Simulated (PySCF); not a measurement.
CH₂NO, SMILES N[C]=O, multiplicity 2. Coordinates come from a TPSSh-D3(BJ)/def2-TZVP optimisation. The isomer is the one that the SMILES or the coordinates give; other isomers of the formula were not compared. One conformer was computed; it need not be the lowest.

Level of theory: TPSSh-D3(BJ)/def2-TZVP in PySCF.

Harmonic wavenumbers (cm⁻¹): 268, 524, 634, 1092, 1229, 1612, 1842, 3466, 3685. Rotational constants (GHz): 127.0, 11.17, 10.27; symmetry number 1.

Question: Work out the zero-point energy and the ideal-gas rigid-rotor harmonic-oscillator thermochemistry at 298.15 K and 1 atm.

Answer: ZPE = ½ Σ hcν = ½ × 14351 cm⁻¹ = 85.84 kJ/mol. H − E(el) = 98.00 kJ/mol. Entropy in J/(mol K): translation 155.95, rotation 86.31, vibration 11.37, spin 5.76, total 259.39. G − E(el) = 20.66 kJ/mol. Cp = 51.82 J/(mol K).
